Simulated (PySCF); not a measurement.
Species: C6H3NO2.
Bonds: C1–C2 (double), C2–C3, C3–C4, C4–N5 (triple), C3–C6 (double), C6–O7, O7–C8, C8–O9 (double), C2–C6. Hydrogens: H10, H11 on C1; H12 on C8.

Probes without a nucleus sit at each ring's centroid and 1 Å off its mean plane on both sides; NICS is minus the shielding there, NICSzz its component along the normal. Level: GIAO PBE0/pcSseg-1 (PySCF, non-relativistic, gas phase) on the GFN2-xTB geometry, one conformer.

Ring bond lengths (Å), with Mayer bond orders in brackets: C2–C3 1.480 (0.72), C3–C6 1.342 (1.47), C6–C2 1.430 (1.01).

Question: Give the NICS values of each ring in ppm.

Answer: 
```tsv
ring	type	NICS(0)	NICS(1), two faces	NICS(1)zz, two faces	rms pucker (Å)	centre to ring atoms, mean (Å)
C2–C3–C6	3-membered carbocycle; formal bonds 1 double, 2 single	-26.8	-6.3 / -6.3	-7.2 / -7.2	0.00	0.82
```

Question: What can be read from them?

Answer: 
- C2–C3–C6: mean NICS(1)zz -7.2 ppm, shielded. NICS(0) lies 21 ppm below the mean NICS(1).

Question: How equal are the bonds by HOMA? HOMA = 1 − mean of α(R − Ropt)² over the ring bonds, with Krygowski's 1993 parameters (CC: Ropt 1.388 Å, α 257.7 Å⁻²).

Answer: 
- C2–C3–C6: HOMA -0.06 = 1 − EN − GEO, with mean bond length 1.417 Å, EN = α(Ropt − mean)² = 0.221 and GEO = α × variance = 0.843.

Question: At the second NICS(1) probe listed for ring C2–C3–C6, 1 Å off the ring, what do the in-plane components average?

Answer: The isotropic value is a third of the trace: (3 × -6.3 − (-7.2))/2 = -5.8 ppm.

Question: List the ring angles and the Hirshfeld charges of the ring atoms.

Answer: 
- C2–C3–C6: C2 54.9° (0.000 e), C3 60.6° (+0.011 e), C6 64.5° (+0.113 e); sum 180.0° against 180° for a flat convex ring.

Question: How shielded are the nuclei of the rings and their hydrogens (means over atoms taken as equivalent)?

Answer: 
| atoms | environment | σ isotropic (ppm) | principal values of the symmetric part, first atom (ppm) |
| --- | --- | --- | --- |
| C2 | fully substituted alkene carbon | 68.1 | -46.9, 67.3, 183.9 |
| C3 | fully substituted alkene carbon | 88.8 | 15.0, 74.4, 176.9 |
| C6 | vinylic carbon bearing oxygen | 36.4 | -64.7, 44.1, 129.8 |

Conformer computed: `[CH2:1]=[C:2]1[C:3]([C:4]#[N:5])=[C:6]1[O:7][CH:8]=[O:9]`: C3–C6–O7–C8 0°, C6–O7–C8–O9 0°.
